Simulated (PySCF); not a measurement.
**Unknowns**

- shielding tensors at PBE0/pcSseg-1 (GIAO)
- PBE0-D3(BJ)/def2-SVP geometry
- B3LYP/pcJ-1 coupling constants (spin–dipole term left out of most H,H and C,H couplings)
- run in PySCF 2.14.0 with density-fitted response routines
- averaged over atoms made equivalent by symmetry, fast rotation or ring inversion, in vacuum, one computed conformer, non-relativistic Hamiltonian

References, each an isolated molecule treated in the same way: 1H (σref 31.27), 13C (σref 184.41) against TMS. Multiplet labels drop J under 1 Hz and among equivalent protons, and merge close values. Unscaled 3J(H,H) run several per cent high. Where no couplings were computed, multiplicities follow the n + 1 count of equivalent neighbours, and m marks all less simple cases (inequivalent or close neighbours, rings, F or P nearby). Shifts are as computed. Against solution values, carbons near 30 ppm lie about +2 ppm off and those near 130 ppm about +5 ppm; carbons on Cl a further +5 ppm. Of 1211 compounds with measured shifts, 218 miss one by over three times the rms of a fit or turn the order of signals round; such compounds aren't used in these exercises. Carbons bonded to Cl come out too deshielded. OH and NH positions are gas-phase values without hydrogen bonding to other molecules.

Question: C₅H₅NO. 1H NMR (400 MHz, computed): δ 8.17 (dd, J = 5.6, 1.7 Hz, 1H), 7.67 (ddd, J = 9.2, 7.9, 1.7 Hz, 1H), 6.79 (dd, J = 7.9, 5.6 Hz, 1H), 6.73 (d, J = 9.2 Hz, 1H), 5.30 (br s, 1H). 13C{1H} NMR (computed): δ 167.0, 153.8, 145.0, 120.8, 111.5. Identify the compound.

Answer: 2-Hydroxypyridine (Oc1ccccn1). The formula gives 4 degrees of unsaturation (1 ring in the answer). 5 carbon signals for 5 carbons: no two carbons are equivalent. Carbon types of the structure: 1 × C, 4 × CH, leaving 1 H on heteroatoms. δC 167.0: aromatic carbon bearing oxygen; the electronegative substituent deshields the carbon that carries it. δC 153.8: aromatic CH next to a ring nitrogen; the adjacent pyridine-type nitrogen withdraws density from it. δC 145.0, 120.8, 111.5: aromatic CH. δH 5.30: hydrogen on a phenol-type oxygen; exchangeable; this is the value without hydrogen bonding to other molecules. The protons at 6.73 and 7.67 share a coupling of 9.2 Hz (vicinal, an ortho-type coupling). The protons at 7.67 and 6.79 share a coupling of 7.9 Hz (vicinal, an ortho-type coupling). The protons at 6.79 and 8.17 share a coupling of 5.6 Hz (vicinal, an ortho-type coupling).

The shifts were computed for this structure.

Question: C₄H₈Cl₂O₂Si. 1H NMR (300 MHz, computed): δ 4.92 (d, 1H), 4.60 (m, 1H), 4.11 (m, 2H), 4.11 (m, 2H), 2.11 (m, 1H), 1.16 (m, 1H). 13C{1H} NMR (computed): δ 69.7 (CH), 66.6 (CH2), 34.4 (CH2). What is it?

Answer: `ClC(Cl)[SiH]1OCCCO1`. Rings plus π bonds: 1 (1 ring in the answer). 3 carbon signals for 4 carbons: some carbons are equivalent by symmetry or fast rotation. Carbon types of the structure: 1 × CH, 3 × CH2, leaving 1 H on heteroatoms. δC 69.7: sp3 CH bonded to 2 Cl and Si; 2 electronegative neighbours deshield it. δC 66.6: sp3 CH2 bonded to O; deshielded by the electronegative neighbour. δH 4.92: hydrogen on an sp3 CH bonded to 2 Cl and Si; its carbon carries Cl, an electronegative neighbour. δH 4.11, 4.11: hydrogen on an sp3 CH2 bonded to O; its carbon carries O, which withdraws density.

The data come from this structure; uniqueness wasn't tested.
